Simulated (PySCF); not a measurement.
C₅H₉ClO.
Structure used (PBE0-D3(BJ)/def2-SVP), in Å, numbered top down from 1:
```
atom  x, y, z in Å
C1    -1.4150    0.7288    0.6453
C2    -0.0404    1.0775    1.1924
C3     1.0857    0.7739    0.2137
C4     2.4518    1.1406    0.7653
C5     3.5768    0.8550   -0.1835
O6     3.5070    0.3840   -1.2656
Cl7    5.1682    1.3228    0.5099
H8    -2.2092    0.9612    1.3703
H9    -1.4881   -0.3433    0.4026
H10   -1.6311    1.2901   -0.2778
H11    0.1361    0.5260    2.1329
H12   -0.0085    2.1477    1.4636
H13    1.0768   -0.2965   -0.0515
H14    0.9191    1.3151   -0.7327
H15    2.6763    0.6024    1.7025
H16    2.5169    2.2096    1.0319
```

Linear response at CAM-B3LYP/def2-SVPD (PySCF, frozen core in the response, non-relativistic). One conformer (not necessarily the lowest) at the PBE0-D3(BJ)/def2-SVP geometry, without solvent, vibrations or thermal averaging.

Static isotropic polarisability: 79.81 au (11.83 Å³), principal values 62.6, 75.8, 101.1 au.

(1) What is the polarisability at 1064 nm and at the sodium D line?

(2) What is the isotropic C6 coefficient between two such molecules, C6 = (3/π)∫α(iω)² dω?

(3) Which effective excitation energy ω̄ makes London's formula C6 = (3/4)α²ω̄ exact here?

(4) What three-body coefficient follows from the one-pole estimate C9 = (3/4)·α·C6?

(5) How anisotropic is the static polarisability, by Δα² = ½[(α1 − α2)² + (α2 − α3)² + (α3 − α1)²]?

(6) What n − 1 at the D line would an ideal gas of it have at 273.15 K and 1 atm (2.6868 × 10¹⁹ cm⁻³), by n − 1 = 2π·N·α′?

## Answers

(1) 80.39 au at 1064 nm (+0.7 %), 81.74 au at 589.3 nm (+2.4 %). The rise at 589.3 nm is 3.34 times that at 1064 nm; a pure ω² law gives 3.26. The lowest singlet lies at 236 nm, shorter than both wavelengths.

(2) 2757 au (Eh·bohr⁶) by a ten-point quadrature over imaginary frequencies, which is 1650 eV·Å⁶ or 159 J·nm⁶/mol.

(3) ω̄ = 4·C6/(3α²) = 0.577 Eh = 15.7 eV. A one-pole form α(ω) = α/(1 − ω²/ω̄²) fitted to the 1064 nm value gives 13.8 eV.

(4) 165000 au. This is an estimate from the two numbers above, not a computed integral.

(5) Δα = 33.9 au, or 0.42 of the isotropic value.

(6) 20.45 × 10⁻⁴, a formal value whether or not that pressure can be reached.
